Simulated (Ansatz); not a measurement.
Basis-set extrapolation for `[CH3][Al]([F])[BH]O` (PBE0-D4/def2-TZVP geometry, frozen core, the Gaussian-basis code of Ansatz). Multiplicity 1, RHF reference.

```
                      def2-TZVPP   def2-QZVPP
                 HF  -481.909604  -481.928591
    MP2 correlation    -0.840867    -0.908676
CCSD(T) correlation    -0.903677      not run
```

Energies in hartree. Use E(X) = E(∞) + A·exp(−7.88·√X) for Hartree–Fock and E(X) = E(∞) + B·X^(−2.97) for correlation, with X = 3 and 4, and add CCSD(T) minus MP2 of the smaller set to the MP2 limit.

Problem. What is the CCSD(T) energy at the basis-set limit?

Solution. HF limit: -481.928591 + (-0.018987) × 0.13774 = -481.93121. MP2 limit: -0.908676 + (-0.067809) × 0.74074 = -0.95890. Higher-order term: -0.903677 − (-0.840867) = -0.06281. Total: -482.95292 hartree, 87.6 kcal/mol below CCSD(T)/def2-TZVPP.
